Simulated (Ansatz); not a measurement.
Born–Oppenheimer molecular dynamics of AlH6OPSi (10 atoms, charge 0, multiplicity 1). It starts from a relaxed structure.

All numbers below come from RKS B3LYP-D4/STO-3G in Ansatz.

| Item | Value |
| --- | --- |
| ensemble | NVT, Langevin thermostat |
| time step | 1 fs |
| steps asked | 400 |
| set temperature | 1000 K |
| friction | 0.001 /fs |
| seed | 491486 |

First frame:

```xyz
10
Properties=species:S:1:pos:R:3
O -2.120 0.624 -0.567
Al -0.578 1.295 -0.314
Si 1.150 -0.212 -0.359
P 0.965 -2.024 0.934
H -2.792 1.393 -0.524
H -0.474 2.773 -0.059
H 1.376 -0.713 -1.700
H 2.409 0.407 0.005
H -0.360 -2.296 0.533
H 0.507 -1.298 2.056
```

**Question.** How far do the bonds stretch over the last three quarters of this one trajectory? (Pairs bonded in most of those frames.)

**Answer.** 
```json
{"bond": "O1–Al2", "mean (Å)": "1.703", "spread (Å)": "0.015", "shortest": "1.67", "longest": "1.74"}
{"bond": "O1–H5", "mean (Å)": "1.028", "spread (Å)": "0.038", "shortest": "0.95", "longest": "1.11"}
{"bond": "Al2–Si3", "mean (Å)": "2.297", "spread (Å)": "0.039", "shortest": "2.22", "longest": "2.38"}
{"bond": "Al2–H6", "mean (Å)": "1.506", "spread (Å)": "0.019", "shortest": "1.46", "longest": "1.55"}
{"bond": "Si3–P4", "mean (Å)": "2.251", "spread (Å)": "0.046", "shortest": "2.14", "longest": "2.35"}
{"bond": "Si3–H7", "mean (Å)": "1.458", "spread (Å)": "0.037", "shortest": "1.39", "longest": "1.53"}
{"bond": "Si3–H8", "mean (Å)": "1.459", "spread (Å)": "0.035", "shortest": "1.40", "longest": "1.52"}
{"bond": "P4–H9", "mean (Å)": "1.416", "spread (Å)": "0.032", "shortest": "1.36", "longest": "1.48"}
{"bond": "P4–H10", "mean (Å)": "1.418", "spread (Å)": "0.033", "shortest": "1.36", "longest": "1.47"}
```

Mean temperature of the second half: 522 K. The mean temperature of the second half is 48 % below the set value. A run of 0.4 ps of so small a system gives no equilibrium averages. Limits of this set-up: minimal basis.

Time of the run: 8.1 min on 1 thread of Intel(R) Xeon(R) 6975P-C (Granite Rapids), on a shared host, peak memory 0.1 GiB.
